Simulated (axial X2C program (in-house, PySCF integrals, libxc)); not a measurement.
**Spin–orbit effects along a row: molecules with N, PBE0**

Computed with an in-house relativistic program for diatomic molecules, spin-free (one-electron X2C) or two-component (2c: spin–orbit coupling with atomic mean-field Coulomb and Gaunt terms, which also bring small scalar terms), in Dyall basis sets with cores contracted in-house; open shells are unrestricted.

Basis sets: As dyall-cv3z, Cr dyall-cv3z, Fe dyall-cv3z, Ga dyall-cv3z, K dyall-cv3z, Mn dyall-cv3z, N dyall-av3z.

```
molecule   spin-free state  Re (Å)  ωe (cm⁻¹)  De (eV)  2c state  Re 2c (Å)  ωe 2c (cm⁻¹)  De 2c (eV)
      KN    M_S = 1, Λ = 0   2.534      310.8     1.09     Ω = 1      2.534         310.8        1.09
     CrN  M_S = 3/2, Λ = 0   1.552      779.2     3.18   Ω = 3/2      1.552         778.6        3.17
     MnN    M_S = 2, Λ = 1   1.633      680.4     2.01     Ω = 1      1.632         681.4        2.03
     FeN  M_S = 5/2, Λ = 0   1.597      840.9     2.35   Ω = 5/2      1.597         839.8         n/a
     GaN    M_S = 1, Λ = 0   1.996      509.2     2.25     Ω = 1      1.996         508.9         n/a
     AsN    M_S = 0, Λ = 0   1.597     1165.2     4.61     Ω = 0      1.598        1163.9        4.60
```

Question: Work out the shifts from the spin-free to the two-component result.

Answer: 

| molecule | 2c state | ΔRe (Å) | Δωe (cm⁻¹) | ΔDe (eV) |
| --- | --- | --- | --- | --- |
| KN | Ω = 1 | 0.000 | 0.0 | 0.00 |
| CrN | Ω = 3/2 | 0.000 | -0.6 | -0.01 |
| MnN | Ω = 1 | -0.001 | 1.0 | 0.02 |
| FeN | Ω = 5/2 | 0.000 | -1.1 | n/a |
| GaN | Ω = 1 | 0.000 | -0.3 | n/a |
| AsN | Ω = 0 | 0.001 | -1.3 | -0.01 |

Shifts of one unit in the last digit are rounding.

Each entry is the lowest single determinant of a limited PBE0 search at one distance. De goes to single-determinant-based atoms at the same level (for ions the charge split of lowest energy) and is withheld (n/a) where an atom does not fit its ground term or J level. Main or longest-lived isotopes. One determinant is a doubtful description, or other states lie close, for KN, CrN, MnN, FeN, GaN; these need not be ground states, and all values refer to the states named. Some open-shell Ω = 0 determinants are out of reach, so the Ω given for KN, MnN, GaN need not be the lowest component. With several unpaired electrons the Ω given is that of one determinant, not necessarily of the lowest component. The functionals have no current term, which raises determinants with orbital currents.
